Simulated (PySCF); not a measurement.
# Distorted geometries of Dy(NO3)3

Dy(NO3)3 (singlet in the valence; each metal's 4f electrons, 9 of them, lie in its core potential, out of spins and levels). PySCF 2.14.0, RKS TPSS, Dy lcecp-1-SVP with ECP55, O def2-SVP, N def2-SVP; non-relativistic Hamiltonian with scalar-relativistic core potentials where named; density fitting; no spin-orbit coupling. Relaxed geometry:

```xyz
13

Dy    0.0000    0.0000    0.0000
O     2.0609    0.1823    1.0765
O     2.0609   -0.1824   -1.0765
N     2.7800    0.0000    0.0000
O     3.9774    0.0000    0.0000
O    -1.1884    1.6937    1.0765
O    -0.8725    1.8760   -1.0765
N    -1.3900    2.4076    0.0000
O    -1.9887    3.4446    0.0000
O    -0.8726   -1.8760    1.0765
O    -1.1884   -1.6936   -1.0765
N    -1.3900   -2.4076    0.0000
O    -1.9887   -3.4445    0.0000
```

Task: Order these distorted geometries by energy above the relaxed one, lowest first.
A.
```xyz
13

Dy   -0.0058   -0.0129   -0.1187
O     2.0667    0.2742    1.0573
O     2.0766   -0.3627   -1.0508
N     2.7531    0.0207    0.1186
O     3.9871   -0.0406   -0.0228
O    -1.2383    1.7215    1.1742
O    -0.8675    1.8452   -1.1888
N    -1.4250    2.4371    0.0242
O    -1.9243    3.4783   -0.0522
O    -0.9167   -1.8386    1.0352
O    -1.1000   -1.6488   -1.0809
N    -1.4049   -2.4404    0.0756
O    -2.0008   -3.4329    0.0293
```
B.
```xyz
13

Dy   -0.0824    0.0795   -0.0096
O     2.0255    0.1673    1.0687
O     2.1180   -0.2269   -1.0867
N     2.9141   -0.0006    0.0799
O     4.0141    0.0229   -0.0380
O    -1.0254    1.6701    1.0106
O    -0.9408    1.8295   -0.9962
N    -1.4944    2.4791   -0.0744
O    -1.8867    3.3336   -0.0395
O    -0.9314   -1.8192    1.1038
O    -1.2506   -1.6195   -1.0440
N    -1.3626   -2.4290    0.0426
O    -2.0975   -3.4869   -0.0171
```
C.
```xyz
13

Dy   -0.0002   -0.0166   -0.0174
O     2.0378    0.1272    1.0181
O     2.0315   -0.2034   -1.0910
N     2.7905    0.0115   -0.0174
O     3.9210   -0.0212    0.0096
O    -1.1697    1.7485    1.0540
O    -0.8499    1.8849   -1.0441
N    -1.3962    2.3919   -0.0425
O    -2.0292    3.3982    0.0478
O    -0.8332   -1.8668    1.0911
O    -1.0871   -1.6988   -1.0385
N    -1.3755   -2.3684    0.0198
O    -2.0398   -3.3871    0.0104
```

Result: C (0.55 eV), A (1.44 eV), B (7.23 eV).

Task: Which forces (eV/Å) act in the one that lies 0.55 eV up?

Result: 
```
Dy   0.35  0.80  0.38
O   -0.26  0.61  1.67
O    0.63  0.30 -0.55
N   -6.36 -1.05 -0.76
O    6.23  0.19 -0.23
O    0.56 -1.70  0.85
O    0.52 -0.41 -2.74
N   -0.43  0.86  3.10
O   -0.67  1.17 -1.50
O   -0.28 -0.15  0.40
O   -0.45  0.01 -1.25
N   -0.42 -1.70  0.57
O    0.57  1.09  0.06
```
Forces carry noise of the integration grid, about 0.01 to 0.03 eV/Å.

No frequency check is given that shows the relaxed geometry to be a minimum. An lcecp potential fixes the number of 4f electrons, so in runs with it no electron can move into or out of that shell.
